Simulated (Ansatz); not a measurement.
Reaction (formal exchange of groups at the Si–F bond): `F[SiH3]` + `N[CH2][GeH3]` → `N[CH]([SiH3])[GeH3]` + H–F

Gas-phase electronic energies from Ansatz, PBE0-D4/def2-TZVP geometries. CCSD(T)/CBS is the MP2 limit (def2-TZVPP, def2-QZVPP) plus CCSD(T) − MP2 in def2-TZVPP, frozen cores. This one scheme is used for every species. Functionals use def2-TZVPP. For Ge outer-core shells are correlated without core-valence functions, which leaves a few kJ/mol of doubt a bond. Scalar relativity is left out up to krypton. Each species was taken in one conformer, which may not be the lowest.

CCSD(T)/CBS gives +129.2 kJ/mol.

(1) Another level gave +135.8 kJ/mol. Which?
A. ωB97X-V/def2-TZVPP
B. B2PLYP/def2-TZVPP
C. PBE/def2-TZVPP
D. PBE-D4/def2-TZVPP

Largest T1 diagnostic among the species: 0.011.

## Answers

(1) A. ωB97X-V 135.8, PBE-D4 120.0, PBE 128.8, B2PLYP 144.3 kJ/mol.

In def2-TZVPP, CCSD(T) changes the Hartree–Fock value by −36.9 kJ/mol (the triples alone add −5.3 kJ/mol) and MP2 by −38.2 kJ/mol. The D4 term adds −14.2 kJ/mol with B3LYP and −7.8 kJ/mol with PBE0; it sums over pairs of atoms, weighted by their polarisabilities, and B3LYP, whose exchange is more repulsive, gets the larger term.

B3LYP here is the variant with VWN-RPA as its local correlation; programs differ in this.
